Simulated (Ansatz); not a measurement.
Consider the redistribution: `F[CH2][AlH][GeH3]` + `[CH3][Al]([CH3])[F]` → `[CH3][Al]([F])[GeH3]` + `[CH3][AlH][CH2]F`.

Program: Ansatz. Geometries: PBE0-D4/def2-TZVP. ΔE: electronic, gas phase. CCSD(T)/CBS adds triple-zeta CCSD(T) − MP2 to the extrapolated MP2 energy (def2 sets, frozen cores). DFT in def2-TZVPP. B3LYP here is the variant with VWN-RPA as its local correlation; programs differ in this. For Ge outer-core shells are correlated without core-valence functions, which leaves a few kJ/mol of doubt a bond. Scalar relativity is left out up to krypton. One conformer a species, not always the lowest.

`F[CH2][AlH][GeH3]`:

Z-matrix (Å, degrees):
```
C
Al 1 1.982
F 1 1.399 2 111.5
H 1 1.098 2 111.9 3 120.7
H 1 1.098 2 111.9 3 -120.7
Ge 2 2.474 1 118.9 3 -0.1
H 2 1.591 1 117.1 3 179.8
H 6 1.542 2 111.1 1 62.1
H 6 1.541 2 113.2 1 -177.4
H 6 1.541 2 111.4 1 -56.6
```

`[CH3][Al]([CH3])[F]`:

Cartesian coordinates in Å:
```
C -0.845 0.773 -1.329
Al -0.301 0.311 0.477
C 1.051 -0.993 0.973
F -1.053 1.102 1.727
H -1.654 1.506 -1.345
H -0.004 1.189 -1.895
H -1.178 -0.113 -1.879
H 1.853 -0.522 1.551
H 1.504 -1.480 0.106
H 0.626 -1.772 1.614
```

`[CH3][Al]([F])[GeH3]`:

Cartesian coordinates in Å:
```
C -1.825 -0.632 0.472
Al -0.262 0.518 0.508
F -0.315 1.845 1.499
Ge 1.845 0.254 -0.758
H -2.716 -0.064 0.186
H -2.021 -1.044 1.467
H -1.715 -1.466 -0.224
H 2.114 1.461 -1.676
H 3.062 0.129 0.179
H 1.835 -1.000 -1.654
```

`[CH3][AlH][CH2]F`:

```xyz
10

C     1.712   -0.082    0.244
Al   -0.095   -0.737   -0.092
C    -1.584    0.572   -0.174
F    -2.821   -0.035   -0.417
H     2.385   -0.365   -0.574
H     1.769    1.003    0.361
H     2.128   -0.538    1.149
H    -0.397   -2.282   -0.297
H    -1.422    1.322   -0.960
H    -1.674    1.143    0.761
```

```json
{"level": "PBE-D4", "ΔE (kJ/mol)": "4.3", "difference from CCSD(T)/CBS": "0.0"}
{"level": "r2SCAN-D4", "ΔE (kJ/mol)": "4.8", "difference from CCSD(T)/CBS": "0.5"}
{"level": "PBE0-D4", "ΔE (kJ/mol)": "4.7", "difference from CCSD(T)/CBS": "0.4"}
{"level": "B3LYP-D4", "ΔE (kJ/mol)": "4.5", "difference from CCSD(T)/CBS": "0.2"}
{"level": "ωB97X-V", "ΔE (kJ/mol)": "4.2", "difference from CCSD(T)/CBS": "-0.1"}
{"level": "ωB97M-V", "ΔE (kJ/mol)": "4.4", "difference from CCSD(T)/CBS": "0.1"}
{"level": "B2PLYP", "ΔE (kJ/mol)": "4.0", "difference from CCSD(T)/CBS": "-0.3"}
{"level": "PBE", "ΔE (kJ/mol)": "3.8", "difference from CCSD(T)/CBS": "-0.5"}
{"level": "r2SCAN", "ΔE (kJ/mol)": "4.6", "difference from CCSD(T)/CBS": "0.3"}
{"level": "PBE0", "ΔE (kJ/mol)": "4.3", "difference from CCSD(T)/CBS": "0.0"}
{"level": "B3LYP", "ΔE (kJ/mol)": "3.7", "difference from CCSD(T)/CBS": "-0.6"}
{"level": "HF/def2-TZVPP", "ΔE (kJ/mol)": "4.3", "difference from CCSD(T)/CBS": "0.0"}
{"level": "MP2/def2-TZVPP", "ΔE (kJ/mol)": "4.4", "difference from CCSD(T)/CBS": "0.1"}
{"level": "SCS-MP2/def2-TZVPP", "ΔE (kJ/mol)": "4.1", "difference from CCSD(T)/CBS": "-0.2"}
{"level": "CCSD/def2-TZVPP", "ΔE (kJ/mol)": "4.8", "difference from CCSD(T)/CBS": "0.5"}
{"level": "CCSD(T)/def2-TZVPP", "ΔE (kJ/mol)": "4.8", "difference from CCSD(T)/CBS": "0.5"}
{"level": "HF/def2-QZVPP", "ΔE (kJ/mol)": "3.9", "difference from CCSD(T)/CBS": "-0.4"}
{"level": "MP2/def2-QZVPP", "ΔE (kJ/mol)": "3.9", "difference from CCSD(T)/CBS": "-0.4"}
{"level": "SCS-MP2/def2-QZVPP", "ΔE (kJ/mol)": "3.7", "difference from CCSD(T)/CBS": "-0.6"}
{"level": "HF/CBS(def2)", "ΔE (kJ/mol)": "3.9", "difference from CCSD(T)/CBS": "-0.4"}
{"level": "MP2/CBS(def2)", "ΔE (kJ/mol)": "3.8", "difference from CCSD(T)/CBS": "-0.5"}
{"level": "CCSD/CBS(def2)", "ΔE (kJ/mol)": "4.3", "difference from CCSD(T)/CBS": "0.0"}
{"level": "CCSD(T)/CBS", "ΔE (kJ/mol)": "4.3", "difference from CCSD(T)/CBS": "0"}
```

Largest T1 diagnostic among the species: 0.012.
